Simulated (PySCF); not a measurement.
C₄H₇O, SMILES C[CH]C(C)=O, doublet at its CAM-B3LYP/def2-SVP optimised geometry (Å):

```
12

C     -0.5719    -0.5373    -3.7650
C     -0.0954     0.1074    -2.5209
C     -0.4592    -0.3971    -1.2139
C      0.0772     0.3323     0.0000
O     -1.1783    -1.3837    -1.0964
H     -1.2010    -1.4035    -3.5234
H      0.2745    -0.8673    -4.3924
H     -1.1517     0.1703    -4.3834
H      0.5492     0.9902    -2.5829
H     -0.2495     1.3837     0.0000
H     -0.2868    -0.1626     0.9083
H      1.1783     0.3323     0.0000
```

Level of theory: unrestricted CAM-B3LYP/def2-TZVP (PySCF 2.14.0).

Map of the electrostatic potential (hartree/e), clipped to [-0.08, 0.12] on the plane z = 1.5 Å:

```
|11111111222222222222222222222|
|11111111222222222222222222222|
|11111112222222222222222222222|
|11111112222222222222222222222|
|11111111222222222222222222222|
|11111111222222222222222222222|
|11111111222222222222222222222|
|11111111122222222222222222222|
|11111111112222222222222222222|
|11111111112222222222222222222|
|11111111112222222222222222222|
|11111111122233332222222222222|
|11111111122345433222222222222|
|11111111223578743222222222222|
|11111111224799963222222222222|
|00000111234899963222222222222|
|00000011124699853222222222221|
|00000001123466542211111111111|
|00000000112233322111111111111|
|00000000011122221111111111111|
|00000000000111111111111111111|
|00000000000001111111111111111|
|00000000000000011111111111111|
|00000000000000001111111111111|
|00000000000000000111111111111|
|00000000000000000111111111111|
|00000000000000000111111111111|
|00000000000000000011111111111|
|00000000000000000011111111111|
```
Scale: ten equal steps from -0.024 (start of '0') to 0.120 (end of '9'), in the order '0123456789'; x runs from -3.50 to 3.50, y from -3.50 (bottom) to 3.50 (top).
